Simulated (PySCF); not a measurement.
H3Si, charge +1. Atoms are numbered in the order given.

```xyz
4

Si     0.0000     0.0000     0.0000
H      1.4722     0.0000     0.0000
H     -0.7361     1.2750     0.0000
H     -0.7361    -1.2750     0.0000
```
Charge +1, spin multiplicity 1.

Geometry: PBE0-D3(BJ)/def2-TZVPD.

The numbers are results of TDA-PBE/def2-TZVPD run with PySCF, not measurements.

Vertical excitations; the highest root listed may be one member of a degenerate set.  State labels are in the subgroup C2v.

Computed excitation energies, oscillator strengths and character:
```tsv
state	symmetry	energy (eV)	λ (nm)	f	main pairs
S1	A2	5.27	235	0.000	HOMO−1→LUMO (degenerate set)
S2	B2	5.27	235	0.000	HOMO→LUMO (degenerate set)
S3	B1	9.80	126	0.035	HOMO−1→LUMO+1, HOMO−1→LUMO+2, HOMO→LUMO+3 (degenerate set)
S4	A1	9.80	126	0.035	HOMO→LUMO+1, HOMO→LUMO+2, HOMO−1→LUMO+3 (degenerate set)
S5	B1	10.32	120	0.000	HOMO→LUMO+3 50 %, HOMO−1→LUMO+2 50 %
S6	A1	10.60	117	0.000	HOMO−1→LUMO+3, HOMO→LUMO+2 (degenerate set)
S7	B2	10.61	117	0.085	HOMO−2→LUMO (degenerate set)
S8	B1	11.78	105	0.555	HOMO−1→LUMO+4 (degenerate set)
S9	A1	11.78	105	0.555	HOMO→LUMO+4 (degenerate set)
S10	B2	12.41	100	0.000	HOMO−1→LUMO+6 50 %, HOMO→LUMO+5 50 %
T1	B2	4.57	271	0	HOMO→LUMO (degenerate set)
T2	A2	4.57	271	0	HOMO−1→LUMO (degenerate set)
T3	A1	8.32	149	0	HOMO→LUMO+1 (degenerate set)
T4	B1	8.32	149	0	HOMO−1→LUMO+1 (degenerate set)
```
Triplets are in the Tamm–Dancoff approximation.
